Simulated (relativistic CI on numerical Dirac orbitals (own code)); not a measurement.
# Electric-dipole transitions in K7+

Computed by Dirac-Coulomb-Breit CI, KLI orbitals optimised for each configuration, model QED (radiative potential, 1s self-energy scaled to tabulated hydrogen-like ionisation energies), valence Slater integrals scaled by 0.9, configuration energies shifted to the measured levels that pair with them (semi-empirical) (own radial code, finite nucleus).

CI space (outside the closed core [Ne]): 3s2, 3s 3p, 3p2, 3s 3d, 3p 3d, 3s 4s, 3s 4p, 3d2, 3s 4d, 3p 4s, 3s 4f, 3p 4p, 3s 5s, 3s 5p, 3s 5d, 3s 5f, 3s 6s, 3s 6p, 3s 6d, 3s 7p, 3d 4s, 4s2, 3s 5g. Levels of other configurations are missing.

```csv
λ vac (nm),Lower,Upper,A (s⁻¹),log gf,S velocity/length
16.825,3s 3d 3D_3 [13],3s 5f 3F°_4 [76],3.60e+10,0.14,0.89
23.066,3s 3d 3D_1 [11],3s 4f 3F°_2 [48],6.96e+10,0.44,0.91
23.069,3s 3d 3D_2 [12],3s 4f 3F°_3 [49],7.37e+10,0.61,0.91
23.073,3s 3d 3D_3 [13],3s 4f 3F°_4 [50],8.29e+10,0.77,0.91
25.655,3s 3d 1D_2 [14],3s 4f 1F°_3 [53],6.63e+10,0.66,0.89
36.006,3p2 1D_2 [6],3p 3d 1F°_3 [25],1.55e+10,0.32,0.97
40.278,3p 3d 1D°_2 [18],3d2 1D_2 [36],1.48e+10,0.25,0.80
41.846,3s 3p 3P°_1 [3],3s 3d 3D_2 [12],8.93e+09,0.07,1.01
42.117,3p 3d 3F°_3 [16],3d2 3F_3 [34],7.45e+09,0.14,0.86
42.241,3s 3p 3P°_2 [4],3s 3d 3D_3 [13],1.16e+10,0.34,1.01
42.401,3p 3d 3F°_4 [17],3d2 3F_4 [35],7.91e+09,0.28,0.86
42.956,3p2 1S_0 [10],3p 3d 1P°_1 [26],1.37e+10,0.06,0.93
42.984,3p2 3P_1 [8],3p 3d 3D°_2 [23],7.56e+09,0.02,1.02
43.436,3p2 3P_2 [9],3p 3d 3D°_3 [24],1.59e+10,0.50,1.02
43.461,3p2 3P_2 [9],3p 3d 3D°_2 [23],8.00e+09,0.05,1.01
43.624,3s 3p 1P°_1 [5],3s 3d 1D_2 [14],2.16e+10,0.49,0.97
43.676,3p2 3P_1 [8],3p 3d 3P°_2 [19],7.38e+09,0.02,1.00
47.518,3p2 1D_2 [6],3p 3d 1D°_2 [18],8.64e+09,0.17,1.00
49.026,3p 3d 3D°_2 [23],3d2 3F_3 [34],8.52e+09,0.33,1.16
49.026,3p 3d 3D°_3 [24],3d2 3F_4 [35],1.11e+10,0.55,1.16
52.061,3s 4d 3D_3 [43],3s 5f 3F°_4 [76],9.68e+09,0.55,1.00
52.219,3s2 1S_0 [1],3s 3p 1P°_1 [5],9.48e+09,0.07,0.97
54.023,3p 3d 1F°_3 [25],3d2 1G_4 [40],1.20e+10,0.68,1.41
56.444,3s 3p 3P°_2 [4],3p2 3P_2 [9],5.99e+09,0.16,0.96
58.597,3s 3d 3D_3 [13],3p 3d 3D°_3 [24],3.53e+09,0.10,0.82
63.415,3s 3d 1D_2 [14],3p 3d 1F°_3 [25],6.18e+09,0.42,1.06
72.052,3s 3d 3D_3 [13],3p 3d 3F°_4 [17],1.95e+09,0.14,1.02
129.22,3s 4p 3P°_2 [31],3s 4d 3D_3 [43],1.72e+09,0.48,0.80
255.77,3s 5p 3P°_2 [68],3s 5d 3D_3 [72],7.19e+08,0.69,0.85
457.96,3s 6p 3P°_2 [90],3s 6d 3D_3 [94],2.78e+08,0.79,0.83
```

Terms are leading LS components. Brackets give the number of a level in order of energy, since labels repeat. The list gives strong lines, with weight on those to low levels, without configurations that were not tied to measured data, among the lowest 99 of 100 levels, so that lines to higher ones, which can be the strongest, are missing, and without 1 line that miss the measured interval by over 7 %, start from a term whose rates miss tabulated ones by over 60 %, have gauges far apart or, lacking measured levels, span too small a gap for the errors found; lines with a level outside our table were not tested and can miss by more. Levels whose partners in the same complex of configurations lie outside the list can be far off, and so can their lines. Rates are taken at the computed energies, electric ones in the length gauge. A velocity-to-length ratio far from 1 marks an uncertain rate.

Configurations whose levels could be paired with our table of measured levels were shifted onto them, all but the ground configuration, by the median error of their levels; single terms can still be off by 1,000 to 2,000 cm⁻¹ or more, and rates follow the energies as ν³ (E1, M1) or ν⁵ (E2). The others borrow a shift and can be off by several thousand cm⁻¹ or more. 68 of the 69 excited levels that our extract of the measured tables holds in this range could be paired (the sources list more); they are missed by 479 cm⁻¹ on average and 6666 at most, after the shifts were fitted to these levels, and levels without a partner can miss by more.

Q: From the table, what is the radiative lifetime of 3s 5f 3F°_4?

A: The listed rates from this level add up to about 4.57e+10 s⁻¹, 100 % of its decay; with all channels τ = 2.18e-11 s.
